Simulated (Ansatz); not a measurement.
Start from `C[N](C)[Sn][OH]` and change one atom or group to get `C[N](C)[Ge][Cl]`.

Ansatz, PBE0-D4/def2-TZVP geometries, multiplicity 1. Each molecule was computed in one conformer, which needn't be the lowest.

Elements past krypton have def2 core potentials. Scalar relativity is left out up to krypton.

```tsv
property	`C[N](C)[Sn][OH]`
HOMO–LUMO gap (PBE0/def2-TZVPP) / eV	4.77
LUMO energy (PBE0/def2-TZVPP) / eV	-1.56
size of the dipole moment (PBE/def2-TZVPP) / D	2.24
ideal-gas entropy at 298 K and 1 bar (rigid rotor, harmonic PBE0-D4/def2-TZVP) / J/(mol·K)	372
LUMO energy (PBE/def2-TZVPP) / eV	-2.19
HOMO energy (ωB97M-V/def2-TZVPP) / eV	-8.56
```

Problem. What does the change do to each property? (An estimate is asked.)

Solution. The calculation gave: 
```json
{"property": "HOMO–LUMO gap (PBE0/def2-TZVPP) / eV", "`C[N](C)[Ge][Cl]`": "5.37", "shift": "0.60"}
{"property": "LUMO energy (PBE0/def2-TZVPP) / eV", "`C[N](C)[Ge][Cl]`": "-1.72", "shift": "-0.16"}
{"property": "size of the dipole moment (PBE/def2-TZVPP) / D", "`C[N](C)[Ge][Cl]`": "3.10", "shift": "0.86"}
{"property": "ideal-gas entropy at 298 K and 1 bar (rigid rotor, harmonic PBE0-D4/def2-TZVP) / J/(mol·K)", "`C[N](C)[Ge][Cl]`": "356", "shift": "-16"}
{"property": "LUMO energy (PBE/def2-TZVPP) / eV", "`C[N](C)[Ge][Cl]`": "-2.43", "shift": "-0.24"}
{"property": "HOMO energy (ωB97M-V/def2-TZVPP) / eV", "`C[N](C)[Ge][Cl]`": "-9.30", "shift": "-0.74"}
```

With PBE0 the HOMO falls by 0.76 eV and the LUMO falls by 0.16 eV, so the gap widens by about 0.60 eV. PBE moves the HOMO by -0.75 eV and ωB97M-V by -0.74 eV. The zero-point energy changes by -27.5 kJ/mol with -3 modes. Dipoles are sizes alone; their direction can turn. Modes under 60 cm⁻¹, often nearly free rotors, make the harmonic entropy too high.
